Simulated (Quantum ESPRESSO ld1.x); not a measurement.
This ld1.x (Quantum ESPRESSO 7.5) run is given with its output. Can the result be used, and if not, why?

```
 &input
    atom='Mo',
    iswitch=1,
    rel=1,
    lsd=1,
    dft='SLA-VWN',
    config='[Kr] 5s0.5 5s0.5 4d3.75 4d3.75',
    verbosity='high',
    prefix='ld1',
    max_out_wfc=37,
    file_charge='ld1.rho',
 /
```

```
     Program LD1 v.7.5 starts

     Message from routine scf:
     warning: convergence not achieved
     --------------------------- All-electron run ----------------------------

     scalar relativistic calculation

     atomic number is 42.00
     dft =SLA-VWN   lsd =1 sic =0 latt =0  beta=0.20 tr2=1.0E-14
     Exchange-correlation= SLA-VWN
                           (   1   2   0   0   0   0   0)
     mesh =2043 r(mesh) =  99.31835 a.u. xmin = -8.00 dx = 0.00800
     1 Ry =  13.60569312 eV, c = 137.03599908

     n l     nl                  e(Ry)          e(Ha)          e(eV)
     1 0     1S 1( 1.00)   -1454.326415096    -727.163207548 -19787.1189045
     2 0     2S 1( 1.00)    -204.942300347    -102.471150174  -2788.3820464
     2 1     2P 1( 3.00)    -183.290173496     -91.645086748  -2493.7898530
     3 0     3S 1( 1.00)     -34.368809817     -17.184404908   -467.6114794
     3 1     3P 1( 3.00)     -27.274086647     -13.637043324   -371.0828531
     4 0     4S 1( 1.00)      -4.200361476      -2.100180738    -57.1488292
     4 1     4P 1( 3.00)      -2.312313478      -1.156156739    -31.4606276
     3 2     3D 1( 5.00)     -15.690043047      -7.845021524   -213.4739108
     5 0     5S 1( 0.50)       0.002494715       0.001247357      0.0339423
     5 0     5S 2( 0.50)       0.002494715       0.001247357      0.0339423
     4 2     4D 1( 3.75)       0.013583060       0.006791530      0.1848069
     4 2     4D 2( 3.75)       0.013583060       0.006791530      0.1848069
     1 0     1S 2( 1.00)   -1454.326415096    -727.163207548 -19787.1189045
     2 0     2S 2( 1.00)    -204.942300347    -102.471150174  -2788.3820464
     2 1     2P 2( 3.00)    -183.290173496     -91.645086748  -2493.7898530
     3 0     3S 2( 1.00)     -34.368809817     -17.184404908   -467.6114794
     3 1     3P 2( 3.00)     -27.274086647     -13.637043324   -371.0828531
     4 0     4S 2( 1.00)      -4.200361476      -2.100180738    -57.1488292
     4 1     4P 2( 3.00)      -2.312313478      -1.156156739    -31.4606276
     3 2     3D 2( 5.00)     -15.690043047      -7.845021524   -213.4739108

     final scf error:  4.5E+01 reached in 201 iterations

     Etot =   -7816.061842 Ry,   -3908.030921 Ha, -106342.938854 eV
     Total magnetization:    0.00 Bohr mag.

     Ekin =    8554.384230 Ry,    4277.192115 Ha,  116388.326689 eV
     Encl =  -19200.482704 Ry,   -9600.241352 Ha, -261235.875479 eV
     Eh   =    3061.876950 Ry,    1530.938475 Ha,   41658.958157 eV
     Exc  =    -231.840318 Ry,    -115.920159 Ha,   -3154.348221 eV
```

Answer. No. The cycle did not converge: in the last iteration no bound solution was found for 4d down, 4d up, 5s down, 5s up (the eigenvalue is printed as zero or positive). The species is Mo2.5- with 44.5 electrons. In a local or semilocal functional the extra electron of a negative ion sees its own charge, the potential lacks the -1/r tail, and the highest level tends to rise to zero. The printed total energy is meaningless.
